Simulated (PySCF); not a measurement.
Si(H)(F) cation (FHSi), SMILES [SiH]F (connectivity only; charge and spin as stated), charge +1, multiplicity 2. The structure is a stationary point at TPSSh-D3(BJ)/def2-TZVPD. The multiplicity is an assumed one; other spin states were not compared. The isomer is the one that the SMILES or the coordinates give; other isomers of the formula were not compared.

Method: TPSSh-D3(BJ)/def2-TZVPD (PySCF).

Harmonic wavenumbers (cm⁻¹): 664, 1013, 1975. Rotational constants (GHz): 282.7, 17.58, 16.55; symmetry number 1.

Q: Work out the zero-point energy and the ideal-gas rigid-rotor harmonic-oscillator thermochemistry at 298.15 K and 1 atm.

A: ZPE = ½ Σ hcν = ½ × 3652 cm⁻¹ = 5.22 kcal/mol. H − E(el) = 7.69 kcal/mol. Entropy in cal/(mol K): translation 37.54, rotation 18.91, vibration 0.44, spin 1.38, total 58.26. G − E(el) = -9.68 kcal/mol. Cp = 9.22 cal/(mol K).
